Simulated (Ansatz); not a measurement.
Two members of one family (Series GeMe2X2), computed with Ansatz in the gas phase. Binding counts from free atoms in the multiplicity of their measured ground term, without zero-point energy. A dash marks a value that wasn't run or was left out as unsound. The structures are stationary points that may keep the symmetry of their start. Remarks come from the PBE and PBE0 runs and from stability tests at other levels; not every state was tested. HOMO above LUMO (over both spins in singlets and doublets, within one spin in higher multiplets; at PBE or PBE0), or a gap under 0.15 eV within one spin, warns that the state may not be the lowest or that an electron is smeared out.

First: Ge(SMe)2Me2 (singlet, charge 0, r2SCAN-D4/def2-SVP geometry).

| atom | x (Å) | y (Å) | z (Å) |
| --- | --- | --- | --- |
| Ge1 | -0.153 | 0.572 | -0.333 |
| S2 | -1.876 | 1.514 | 0.713 |
| C3 | -2.077 | 0.340 | 2.103 |
| H4 | -2.094 | -0.697 | 1.735 |
| H5 | -3.042 | 0.568 | 2.576 |
| H6 | -1.278 | 0.461 | 2.849 |
| S7 | -0.877 | -1.459 | -0.958 |
| C8 | 0.702 | -2.378 | -1.073 |
| H9 | 1.384 | -1.934 | -1.815 |
| H10 | 0.448 | -3.395 | -1.403 |
| H11 | 1.209 | -2.444 | -0.098 |
| C12 | 1.392 | 0.371 | 0.848 |
| H13 | 2.261 | -0.017 | 0.295 |
| H14 | 1.167 | -0.317 | 1.677 |
| H15 | 1.652 | 1.356 | 1.265 |
| C16 | 0.239 | 1.703 | -1.870 |
| H17 | 1.033 | 1.246 | -2.480 |
| H18 | 0.572 | 2.698 | -1.538 |
| H19 | -0.662 | 1.813 | -2.492 |

```csv
level,HOMO (eV),LUMO (eV),gap (eV),vertical IE (eV),binding per atom (eV)
PBE-D4/def2-SVP,-5.21,-0.14,5.07,–,3.82
PBE-D4/def2-TZVP,-5.37,-0.58,4.79,7.90,3.81
r2SCAN-D4/def2-TZVP,-5.62,-0.27,5.35,–,3.77
PBE0-D4/def2-SVP,-6.46,0.80,7.26,–,3.78
PBE0-D4/def2-TZVP,-6.56,0.33,6.89,8.28,3.77
```

Remarks: gap within one spin near zero at PBE or PBE0 (+1 doublet).

Second: GeEt2Me2 (singlet, charge 0, r2SCAN-D4/def2-SVP geometry).

| atom | x (Å) | y (Å) | z (Å) |
| --- | --- | --- | --- |
| Ge1 | -0.0267 | -0.4252 | -0.0084 |
| C2 | -1.8819 | -0.2620 | 0.6282 |
| C3 | -2.1189 | 0.9238 | 1.5640 |
| H4 | -2.1492 | -1.2095 | 1.1302 |
| H5 | -2.5380 | -0.1930 | -0.2584 |
| H6 | -3.1682 | 0.9822 | 1.9031 |
| H7 | -1.4905 | 0.8591 | 2.4682 |
| H8 | -1.8848 | 1.8833 | 1.0738 |
| C9 | 0.4551 | 1.1630 | -1.0690 |
| C10 | 1.8720 | 1.1175 | -1.6429 |
| H11 | 0.3291 | 2.0539 | -0.4270 |
| H12 | -0.2877 | 1.2648 | -1.8810 |
| H13 | 2.1127 | 2.0214 | -2.2276 |
| H14 | 2.6305 | 1.0356 | -0.8456 |
| H15 | 2.0112 | 0.2517 | -2.3112 |
| C16 | 0.1435 | -2.0328 | -1.1180 |
| H17 | 1.1837 | -2.1756 | -1.4521 |
| H18 | -0.4977 | -1.9623 | -2.0110 |
| H19 | -0.1569 | -2.9274 | -0.5499 |
| C20 | 1.1840 | -0.5689 | 1.5285 |
| H21 | 2.2192 | -0.7472 | 1.1969 |
| H22 | 0.8869 | -1.4064 | 2.1792 |
| H23 | 1.1727 | 0.3539 | 2.1300 |

Task: Estimate how these quantities change from the first to the second (second minus first).

Result: 
```
              level  Δ HOMO (eV)  Δ LUMO (eV)  Δ gap (eV)  Δ vertical IE (eV)  Δ binding per atom (eV)
    PBE-D4/def2-SVP        -0.98         0.73        1.71                   –                     0.18
   PBE-D4/def2-TZVP        -0.89         0.64        1.53                0.99                     0.17
r2SCAN-D4/def2-TZVP        -0.88         1.02        1.89                   –                     0.17
   PBE0-D4/def2-SVP        -0.98         0.61        1.59                   –                     0.19
  PBE0-D4/def2-TZVP        -0.90         0.50        1.41                0.93                     0.17
```

Remarks: gap within one spin near zero at PBE or PBE0 (+1 doublet).
